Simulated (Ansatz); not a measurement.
Ansatz (a first-principles code) input (B3LYP-D3(BJ)/def2-TZVP):

Ansatz 0.2 input:
```yaml
crystal:
  periodic: [false, false, false]
  atoms:
    - {symbol: Te, position_ang: [-0.00678019, -0.02570880, 0.78973447]}
    - {symbol: F, position_ang: [1.33501270, -0.74468622, -0.29455034]}
    - {symbol: F, position_ang: [0.00947993, 1.57886123, -0.16862780]}
    - {symbol: F, position_ang: [-1.34297953, -0.72823743, -0.31200792]}
basis:
  gaussian:
    orbitals: def2-TZVP
hamiltonian:
  xc: b3lyp
  dispersion: d3bj
total_charge: 1
relax: {f_tol: 0.002, max_steps: 150}
```

Output:

```
Functional definition: B3LYP
integrals: 0.05 GiB planned
891 factors; their error is unknown
mean field: 0.50 GiB planned
mean field evaluation 1: about -15421.4751 eV, gradient 1.1e2 eV
mean field evaluation 2: about -15302.4298 eV, gradient 2.8e2 eV
mean field evaluation 4: about -15441.2451 eV, gradient 7.8e0 eV
mean field evaluation 8: about -15441.3367 eV, gradient 5.0e-2 eV
mean field evaluation 16: about -15441.4620 eV, gradient 5.2e-5 eV
mean field -15441.46199102 eV, -567.4632615709 hartree, gradient 5.2e-5 eV, S^2 0.000000; 0 other end points of the search recorded, 0 dependent functions left out
the calculation of the forces begins
reference -15441.46215916 eV, -567.4632677501 hartree; 25, 25 occupied and 118, 118 virtual orbitals, 891 factors
relax step   1: F+E_penalty+E_count = -15441.56937159 eV  Δ(F+E_penalty+E_count) = +0.000e0 eV  max|allowed force component| = 3.056e0 eV/Å  Δτ_max = 0.0000 Å  (28 SCF iters, accepted)
these checks for a lower state are left out or cut short: starts, cluster_reference, orbital_swaps, neighbouring_geometries, increment
integrals: 0.05 GiB planned
891 factors; their error is unknown
mean field: 0.50 GiB planned
mean field -15441.57678538 eV, -567.4674801860 hartree, gradient 8.3e-6 eV, S^2 0.000000; 0 other end points of the search recorded, 0 dependent functions left out
the calculation of the forces begins
reference -15441.57695197 eV, -567.4674863083 hartree; 25, 25 occupied and 118, 118 virtual orbitals, 891 factors
relax step   2: F+E_penalty+E_count = -15441.68327575 eV  Δ(F+E_penalty+E_count) = -1.139e-1 eV  max|allowed force component| = 3.476e-1 eV/Å  Δτ_max = 0.1121 Å  (38 SCF iters, accepted)
these checks for a lower state are left out or cut short: starts, cluster_reference, orbital_swaps, neighbouring_geometries, increment
integrals: 0.05 GiB planned
891 factors; their error is unknown
mean field: 0.50 GiB planned
mean field evaluation 32: about -15441.5981 eV, gradient 7.3e-6 eV
mean field -15441.59810521 eV, -567.4682636754 hartree, gradient 7.3e-6 eV, S^2 0.000000; 0 other end points of the search recorded, 0 dependent functions left out
the calculation of the forces begins
reference -15441.59827150 eV, -567.4682697865 hartree; 25, 25 occupied and 118, 118 virtual orbitals, 891 factors
relax step   3: F+E_penalty+E_count = -15441.70514106 eV  Δ(F+E_penalty+E_count) = -2.187e-2 eV  max|allowed force component| = 1.818e-1 eV/Å  Δτ_max = 0.0313 Å  (32 SCF iters, accepted)
these checks for a lower state are left out or cut short: starts, cluster_reference, orbital_swaps, neighbouring_geometries, increment
integrals: 0.05 GiB planned
891 factors; their error is unknown
mean field: 0.50 GiB planned
mean field -15441.59974463 eV, -567.4683239228 hartree, gradient 7.2e-6 eV, S^2 0.000000; 0 other end points of the search recorded, 0 dependent functions left out
the calculation of the forces begins
reference -15441.59991067 eV, -567.4683300248 hartree; 25, 25 occupied and 118, 118 virtual orbitals, 891 factors
relax step   4: F+E_penalty+E_count = -15441.70697161 eV  Δ(F+E_penalty+E_count) = -1.831e-3 eV  max|allowed force component| = 1.421e-2 eV/Å  Δτ_max = 0.0102 Å  (32 SCF iters, accepted)
these checks for a lower state are left out or cut short: starts, cluster_reference, orbital_swaps, neighbouring_geometries, increment
integrals: 0.05 GiB planned
891 factors; their error is unknown
mean field: 0.50 GiB planned
mean field -15441.59977048 eV, -567.4683248730 hartree, gradient 7.2e-6 eV, S^2 0.000000; 0 other end points of the search recorded, 0 dependent functions left out
the calculation of the forces begins
reference -15441.59993655 eV, -567.4683309757 hartree; 25, 25 occupied and 118, 118 virtual orbitals, 891 factors
relax step   5: F+E_penalty+E_count = -15441.70698330 eV  Δ(F+E_penalty+E_count) = -1.169e-5 eV  max|allowed force component| = 8.613e-5 eV/Å  Δτ_max = 0.0008 Å  (34 SCF iters, accepted)
integrals: 0.05 GiB planned
891 factors; their error is unknown
mean field: 0.50 GiB planned
mean field evaluation 64: about -15441.5998 eV, gradient 7.6e-2 eV
mean field -15441.59977048 eV, -567.4683248730 hartree, gradient 7.2e-6 eV, S^2 0.000000; 1 other end points of the search recorded, 0 dependent functions left out
the calculation of the forces begins
reference -15441.59993655 eV, -567.4683309757 hartree; 25, 25 occupied and 118, 118 virtual orbitals, 891 factors
Total energy: -15441.70714937 eV, -567.4722709742 hartree
Atom 0 at    -0.006202    -0.021177     0.712941 Å, force    -0.000007     0.000022    -0.000044 eV/Å
Atom 1 at     1.348299    -0.754134    -0.269317 Å, force    -0.000048     0.000030     0.000010 eV/Å
Atom 2 at     0.009338     1.592988    -0.142097 Å, force    -0.000001    -0.000086     0.000018 eV/Å
Atom 3 at    -1.356702    -0.737448    -0.286979 Å, force     0.000055     0.000034     0.000016 eV/Å
Dipole moment:    -0.005264    -0.044444     0.764174 e Å
```
